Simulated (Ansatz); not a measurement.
Input for Ansatz (development build ahead of 0.2.0):

```yaml
crystal:
  periodic: [false, false, false]
  atoms:
    - { symbol: H, position_ang: [1.62918, -0.00874, 0.00659] }
    - { symbol: H, position_ang: [1.30619, 0.95794, -0.00423] }
    - { symbol: H, position_ang: [0.51026, 1.53485, -0.00633] }
    - { symbol: H, position_ang: [-0.50949, 1.54129, -0.00507] }
    - { symbol: H, position_ang: [-1.31541, 0.9476, 0.00401] }
    - { symbol: H, position_ang: [-1.6112, 0.0085, 0.00408] }
    - { symbol: H, position_ang: [-1.30066, -0.95904, -0.00044] }
    - { symbol: H, position_ang: [-0.49873, -1.53512, -0.00974] }
    - { symbol: H, position_ang: [0.49575, -1.53396, 0.00066] }
    - { symbol: H, position_ang: [1.31306, -0.96005, 0.00784] }
basis:
  gaussian: { orbitals: cc-pVDZ }
hamiltonian:
  xc: hf
```

The input is written out in the form of the current development build from the run's settings.

The run gave:

```json
{
 "Converged": "yes",
 "Total energy": "-5.39328 hartree",
 "Spin squared of the determinant": "0.000"
}
```

Caution: stretched shape with no unrestricted run beside it, a lower state can exist.
